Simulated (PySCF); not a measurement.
Excitation energy of B by level of theory

B [He] 2s2 2p1 (2P) → B [He] 2s1 2p2 (4P), as a difference of total energies. Calculation: PySCF 2.14, in aug-cc-pVQZ with one added diffuse shell each of s, p, d, f, g type (7s6p5d4f3g, 105 functions); no relativity, point nucleus. Correlated levels: valence: 1s2 frozen. The calculations carry no spin-orbit coupling.

| method | excitation energy (eV) |
| --- | --- |
| UHF | 2.191 |
| LDA | 3.287 |
| PBE | 3.278 |
| PBE0 | 3.224 |
| r2SCAN | 2.945 |
| BP86 | 3.405 |
| LC-wPBE | 3.167 |
| HSE06 | 3.223 |
| B97-3 | 3.460 |
| MP2 (valence) | 3.150 |
| SCS-MP2 (valence) | 3.545 |

Question: How much does correlation contribute at MP2 (valence)?

Answer: 3.150 − (2.191) = 0.959 eV, measured against UHF.
